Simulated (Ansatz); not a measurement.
Ansatz (a quantum-chemistry and plane-wave program) input:

Ansatz 0.2 input:
```yaml
crystal:
  periodic: [false, false, false]
  atoms:
    - {symbol: Sb, position_ang: [0.21348782, 0.15155298, -0.00564657]}
    - {symbol: F, position_ang: [-1.38497171, -0.98317830, 0.03663131]}
    - {symbol: F, position_ang: [-1.11370954, 1.75804384, 0.09439721]}
    - {symbol: F, position_ang: [1.28891696, -1.63366576, -0.09903129]}
basis:
  gaussian:
    orbitals: def2-TZVPP
hamiltonian:
  xc: pbe
total_charge: -1
magnetization: {spin_polarized: true, initial_magnetization: 1}
correlation: {method: rpa, electrons: outside_noble_gas}
```

What final total energy does it print?

-539.08327 Eh (RPA@PBE/def2-TZVPP). The basis has 143 functions.
